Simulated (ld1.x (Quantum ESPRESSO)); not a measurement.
## What one change does to a pseudopotential (silicon (Si), TM)

- Element: silicon (Si)
- Generator: ld1.x (Quantum ESPRESSO) 7.5
- Type: norm-conserving Troullier–Martins (Kleinman–Bylander form)
- Functional: LDA (PZ)
- Relativity: scalar-relativistic
- Frozen core: [Ne]
- Valence charge: 4
- Reference configuration: 3s1.75 3p2.25
- Partial waves: 3s (bound): rc 1.70 bohr; 3p (bound): rc 1.60 bohr
- Local potential: all-electron potential smoothed inside 1.55 bohr (lloc = -1)
- Core correction: none

All-electron outer shells of the reference configuration (LDA (PZ), scalar-relativistic, ld1.x):

| shell | level (eV) | outermost node (bohr) | outermost maximum (bohr) |
| --- | --- | --- | --- |
| 2s | -139.15 | 0.15 | 0.45 |
| 2p | -96.01 | – | 0.39 |
| 3s | -11.08 | 0.72 | 1.77 |
| 3p | -4.32 | 0.72 | 2.14 |

Change: local potential all-electron potential smoothed inside 1.04 bohr (lloc = -1).

Cutoffs: the cutoffs (Ry, on a coarse ladder) from which the occupation-weighted sum of valence levels, in a spherical-Bessel basis at the reference potential, stays within 10 and 1 mRy of its value at 400 Ry; they do not see the model core or the augmentation charge, which bear on the density cutoff. Errors are all-electron minus pseudo energies relative to the spin-unpolarised reference configuration.

Task: What does the change do?

Result: The potential gets softer (18 Ry and 45 Ry → 15 Ry and 45 Ry); the s channel binds one level more than in the base; of the 9 tests that both files solve, the error grows in 4 and shrinks in 0 by more than 15 % and 0.3 meV (median size 18.2 → 20.6 meV); the range in which the s phases agree narrows (upper end 1.8 → -0.2); neither file shows a bound ghost. That the errors move this way runs against the usual rule that smaller radii transfer better.

```csv
quantity,base,changed
"cutoff, loose",18 Ry,15 Ry
"cutoff, tight",45 Ry,45 Ry
bound ghosts,none,none
"error for 3s2 3p2, meV [ΔE -1.68 eV]",+0.4,+0.5
"error for 3s2 3p1, meV [ΔE 6.14 eV]",+3.2,+7.2
"error for 3s2 3p0, meV [ΔE 22.26 eV]",+35,+91
"error for 3s0 3p4, meV [ΔE 12.09 eV]",+18,+19
"error for 3s2 3p1.5, meV [ΔE 1.28 eV]",+0.4,+0.7
"error for 3s1 3p0, meV [ΔE 56.40 eV]",+226,+549
"error for 3s1 3p2, meV [ΔE 13.56 eV]",+15,+21
"error for 3s1.75 3p2.25 (spin-polarised), meV [ΔE -1.01 eV]",+82,+82
"error for 3s2 3p2 (spin-polarised), meV [ΔE -2.30 eV]",+41,+41
s: phases at 1.85 bohr within 0.05 rad from the reference energy up to (Ry; the scan ends near 5),1.8,-0.2
p: phases at 1.85 bohr within 0.05 rad from the reference energy up to (Ry; the scan ends near 5),3.1,2.1
```
